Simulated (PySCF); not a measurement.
**Calculated properties of `C#CP1(=O)CCCCCC1`**

Compound: C₈H₁₃OP.
Bonds: C1–C2 (triple), C2–P3, P3–O4 (double), P3–C5, C5–C6, C6–C7, C7–C8, C8–C9, C9–C10, P3–C10. Hydrogens: H11 on C1; H12, H13 on C5; H14, H15 on C6; H16, H17 on C7; H18, H19 on C8; H20, H21 on C9; H22, H23 on C10.

Structural features include: alkyne, phosphine oxide and P=O bond.

From GFN2-xTB geometry:

```yaml
Point_group_of_the_GFN2-xTB_geometry: C1
Rotational_constants_A_B_C_of_the_GFN2-xTB_geometry: 1.860, 0.847, 0.763 GHz
```

From PBE0/pcSseg-1 ground state and GIAO shieldings, non-relativistic (PySCF):

```yaml
Dipole_moment: 4.24 D
HOMO_energy: -7.52 eV
LUMO_energy: -0.12 eV
HOMO–LUMO_gap: 7.40 eV
Lowest_Hirshfeld_atomic_charge: -0.40 e on O4
Highest_Hirshfeld_atomic_charge: +0.44 e on P3
13C_chemical_shifts_computed_TMS_as_zero_by_class: 94.9 (C1), 88.5 (C2), 42.3 (C5/C10), 36.4 (C7/C8), 26.1 (C6/C9) ppm
1H_chemical_shifts_computed_TMS_as_zero_by_class: 2.26 (H11), 2.16 (H13/H23), 2.09 (H12/H22), 1.96 (H14/H20), 1.63 (H16/H19), 1.57 (H17/H18), 1.54 (H15/H21) ppm
Isotropic_shieldings_of_nuclei_other_than_C_and_H_by_class: 220 (O4), 321 (P3) ppm
Mayer_bond_orders_between_heavy_atoms: C1–C2 2.62, C2–P3 0.75, P3–O4 1.90, P3–C5 0.92, C5–C6 1.03, C6–C7 1.01, C7–C8 1.04, C8–C9 1.03, C9–C10 1.02, C10–P3 0.94
```

Monoisotopic mass (most abundant isotopes): 156.0704 u.

 With B = h/(8π²I), that is 505.379 GHz u Å² over I, the principal moments of inertia are 271.8, 596.6 and 662.6 u Å² (most abundant isotopes). The dipole equals about 14.1 × 10⁻³⁰ C·m (1 D = 3.33564 × 10⁻³⁰ C·m). The rotational constants make it an asymmetric top with κ = (2B − A − C)/(A − C) = -0.85, nearer the prolate limit (−1).

One conformer (not necessarily the lowest) at the GFN2-xTB geometry, without solvent or vibrations. GFN2-xTB frequencies show an imaginary mode (36i cm⁻¹), so this geometry is no minimum at that level. NMR classes are plain means over equivalent atoms (diastereotopic ones count apart unless rotation or inversion swaps them), as if these changed places fast; in this geometry the members of some classes differ.

For the NMR shielding job (PBE0/pcSseg-1), rough CPU time on one thread of a shared machine: about 2.6 min.
